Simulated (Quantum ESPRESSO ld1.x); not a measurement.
The numbers below are computed, except where a source is named.
Problem. Radial electron density D(r) = 4 pi r^2 rho(r) of an atom or ion with 67 electrons. Level of theory: scalar-relativistic Kohn-Sham, revPBE, spin-unpolarised, spherical densities, point nucleus (ld1.x of Quantum ESPRESSO 7.5).

```
   r/bohr * D(r) (the largest magnitude, 122, reaches the edge; | marks zero)
 0.001366 |   *
 0.001591 |    *
 0.001852 |     *
 0.002156 |       *
  0.00253 |         *
 0.002945 |           *
 0.003429 |              *
 0.003992 |                 *
 0.004647 |                    *
 0.005453 |                        *
 0.006349 |                            *
 0.007391 |                               *
 0.008604 |                                   *
   0.0101 |                                      *
  0.01175 |                                       *
  0.01368 |                                        *
  0.01593 |                                        *
  0.01855 |                                      *
  0.02176 |                                     *
  0.02534 |                                    *
   0.0295 |                                    *
  0.03434 |                                      *
  0.03997 |                                          *
  0.04691 |                                                *
  0.05461 |                                                    *
  0.06358 |                                                      *
  0.07401 |                                                    *
  0.08616 |                                               *
   0.1011 |                                          *
   0.1177 |                                         *
    0.137 |                                           *
   0.1595 |                                               *
   0.1857 |                                                *
   0.2179 |                                          *
   0.2537 |                                *
   0.2954 |                        *
   0.3439 |                     *
   0.4003 |                        *
   0.4698 |                          *
   0.5469 |                        *
   0.6367 |                   *
   0.7412 |             *
   0.8629 |         *
    1.013 |      *
    1.179 |     *
    1.372 |    *
    1.598 |  *
    1.875 | *
    2.183 |*
    2.541 |*
    2.958 *
    3.444 *
    4.041 *
    4.704 *
    5.477 *
    6.376 *
    7.422 *
     8.71 *
    10.14 *
```

What is the nuclear charge?

Solution. Z = 68. The innermost maximum, from 1s, lies near gamma/Z bohr with gamma = sqrt(1 - (Z/c)^2) = 0.868, here 0.0128 bohr (found: 0.0139), and its height grows with Z. The density is that of the erbium ion Er+ in [Xe] 4f12 6s1; the configuration itself is not fixed sharply by these data, and Z only to a few units. D(r) has 4 maxima, at r = 0.0139, 0.0626, 0.174, 0.477 bohr, and minima at 0.0268, 0.114, 0.338 bohr, inside which lie 1.92, 11.09, 29.62 electrons.
